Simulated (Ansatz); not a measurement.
`CO[SiH](C)N` and `C[SiH](N)S` differ in one atom or group.

Ansatz, PBE0-D4/def2-TZVP geometries, multiplicity 1. Each molecule was computed in one conformer, which needn't be the lowest.

```csv
property,`CO[SiH](C)N`
LUMO energy (PBE0/def2-TZVPP) / eV,1.05
size of the dipole moment (PBE/def2-TZVPP) / D,0.49
HOMO–LUMO gap (B3LYP/def2-TZVPP) / eV,8.02
HOMO energy (B3LYP/def2-TZVPP) / eV,-7.31
size of the dipole moment (B3LYP/def2-TZVPP) / D,0.45
HOMO energy (PBE0/def2-TZVPP) / eV,-7.56
```

Q: What does the change do to each property? (Estimate.)

A: Computed: 
```json
{"property": "LUMO energy (PBE0/def2-TZVPP) / eV", "`C[SiH](N)S`": "0.57", "shift": "-0.48"}
{"property": "size of the dipole moment (PBE/def2-TZVPP) / D", "`C[SiH](N)S`": "1.81", "shift": "1.32"}
{"property": "HOMO–LUMO gap (B3LYP/def2-TZVPP) / eV", "`C[SiH](N)S`": "7.16", "shift": "-0.86"}
{"property": "HOMO energy (B3LYP/def2-TZVPP) / eV", "`C[SiH](N)S`": "-6.88", "shift": "0.43"}
{"property": "size of the dipole moment (B3LYP/def2-TZVPP) / D", "`C[SiH](N)S`": "1.85", "shift": "1.40"}
{"property": "HOMO energy (PBE0/def2-TZVPP) / eV", "`C[SiH](N)S`": "-7.11", "shift": "0.45"}
```

With PBE0 the HOMO rises by 0.45 eV and the LUMO falls by 0.48 eV, so the gap narrows by about 0.93 eV. PBE moves the HOMO by 0.22 eV and ωB97M-V by 0.64 eV. Dipoles are sizes alone; their direction can turn.

Positive LUMOs are unbound, so they and the gaps depend on the basis.

B3LYP here is the variant with VWN-RPA as its local correlation; programs differ in this.
